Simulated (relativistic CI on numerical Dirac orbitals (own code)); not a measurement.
I¹¹⁺: sensitivity of the levels to the model

Base calculation: Dirac-Coulomb-Breit CI, KLI orbitals optimised for each configuration, a model potential for QED, unscaled Slater integrals.

Configuration list (outside the closed core [Ar] 3d10): 4s²4p⁶4d⁶, 4s²4p⁵4d⁷, 4s²4p⁶4d⁵4f, 4s²4p⁴4d⁸, 4s²4p⁶4d⁵5s, 4s4p⁶4d⁷, 4s²4p⁶4d⁵5p, 4s²4p⁶4d⁴5s², 4s²4p⁶4d⁴4f5s, 4s²4p⁶4d⁵5d, 4p⁶4d⁸, 4s²4p⁶4d⁴5p², 4s²4p⁶4d⁵6s, 4s²4p⁶4d⁵6d. Levels of other configurations are missing.

Variants: (1) configuration mixing switched off. Shifts of the energy above 4s²4p⁶4d⁶ ⁵D4, in cm⁻¹, for the lowest level and the first level of each name with at least 55 % of one term (blank where a level changes its place among those of its configuration and J or its character, or is not in the variant):

| Level | Base | Δ(1) |
| --- | --- | --- |
| 4s²4p⁶4d⁶ ⁵D4 | 0.0 | 0.0 |
| 4s²4p⁶4d⁶ ⁵D3 | 8568.2 | -226.4 |
| 4s²4p⁶4d⁶ ⁵D2 | 9325.1 | +851.0 |
| 4s²4p⁶4d⁶ ⁵D1 | 13293.9 | +379.2 |
| 4s²4p⁶4d⁶ ⁵D0 | 14033.1 | +611.1 |
| 4s²4p⁶4d⁶ ³P2 | 33498.3 | +4453.4 |
| 4s²4p⁶4d⁶ ³H6 | 38980.6 | -2177.2 |
| 4s²4p⁶4d⁶ ³F3 | 42047.2 | +1848.7 |
| 4s²4p⁶4d⁶ ³F2 | 43063.5 | +2928.8 |
| 4s²4p⁶4d⁶ ³H4 | 47911.9 |  |
| 4s²4p⁶4d⁶ ³G4 | 54927.6 | +628.1 |
| 4s²4p⁶4d⁶ ³D2 | 55773.0 | +3529.3 |
| 4s²4p⁶4d⁶ ³D3 | 59538.3 | +2283.0 |
| 4s²4p⁶4d⁶ ³D1 | 60938.5 |  |

At this charge energies of transitions that change n are usually good to better than 1 %, and those within a shell (Δn = 0) to a few per cent. Terms inside the open d or f shell come out 10 to 20 % too wide with unscaled integrals. Levels and lines within the n = 5 or 6 shells can be off by up to 10 % or somewhat more, and those that change n by about 2 %, since core polarisation is missing.

Ionisation energy from the two ground configurations alone: base 246.688 eV. The NIST ASD value (theoretical) is 247 eV.

LS names give the leading component of a level, which can be under half, so a name can repeat, a term be missing and a line seem to break the LS rules.
